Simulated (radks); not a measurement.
The numbers below are computed, except where a source is named.
The ytterbium ion Yb65+, 5 electrons, occupied as [He] 2s2 2p1. Level of theory: Dirac Kohn-Sham, PBE, spin-unpolarised, spherical densities, point nucleus; open shells fill j = l - 1/2 first (a radial shooting solver on a logarithmic mesh with Libxc functionals). Some entries of the table are withheld. Estimate them.

orbital,occ.,eigenvalue (eV),r(max) (bohr)
1s1/2,2,(1),(2)
2s1/2,2,-16657.84,0.06897
2p1/2,1,(3),0.05120
2p3/2,0,(4),0.05724
3s1/2,0,(5),0.1790
3p1/2,0,(6),(7)
3p3/2,0,(8),(9)
3d3/2,0,-6637.357,0.1311
3d5/2,0,-6545.710,0.1341

Answer. 
(1) 1s1/2 eigenvalue (eV): -68517.79
(2) 1s1/2 r(max) (bohr): 0.01235
(3) 2p1/2 eigenvalue (eV): -16421.89
(4) 2p3/2 eigenvalue (eV): -15253.87
(5) 3s1/2 eigenvalue (eV): -7118.255
(6) 3p1/2 eigenvalue (eV): -7042.625
(7) 3p1/2 r(max) (bohr): 0.1648
(8) 3p3/2 eigenvalue (eV): -6703.832
(9) 3p3/2 r(max) (bohr): 0.1749
